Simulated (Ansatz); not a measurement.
Consider the redistribution: `CCB(O)OC` + `[NH2][Ga]([F])[SH]` → `COB(N)O` + `C[CH2][Ga]([F])[SH]`.

Calculated with Ansatz (gas phase, PBE0-D4/def2-TZVP geometries, no zero-point term in ΔE). CBS: MP2 limit from def2 TZ/QZ plus the TZ coupled-cluster correction, frozen cores. DFT in def2-TZVPP. For Ga outer-core shells are correlated without core-valence functions, which leaves a few kJ/mol of doubt a bond. Scalar relativity is left out up to krypton. One conformer a species, not always the lowest.

```json
{"level": "B2PLYP", "ΔE (eV)": "-0.48"}
{"level": "PBE0", "ΔE (eV)": "-0.51"}
```

(1) What does CCSD(T)/CBS give? (Estimate.)

Largest T1 diagnostic among the species: 0.013.

Answers

(1) Computed: -0.47 eV. The listed levels differ from it by -0.01, -0.04 eV.
